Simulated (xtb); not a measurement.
PbH₂, SMILES [PbH2] (connectivity only; charge and spin as stated), neutral, multiplicity 1. All values are semi-empirical tight-binding results from xtb (GFN2-xTB unless named), good for trends rather than for accurate numbers. Coordinates come from a GFN2-xTB optimisation.

Optimised geometry:

```xyz
3

Pb     0.0000     0.0000    -0.0298
H      0.0000     1.3383     1.2233
H      0.0000    -1.3383     1.2233
```
Charge 0, spin multiplicity 1.

For metal compounds this method's bond lengths and energies can be far off.

Problem. Estimate the properties. (An estimate is asked for; the answer gives what the named calculation found.)

Solution. 
point group as xtb finds it: C2v
orbital gap: 2.83 eV
zero-point energy: 5.6 kcal/mol
G − E(el) at 298.15 K (modified RRHO): -8.9 kcal/mol

Problem. Give the atomic charges. (Estimate from the structure and the level; the computed values follow.)

Solution. charges (e) Pb1 0.40, H2 -0.20, H3 -0.20.
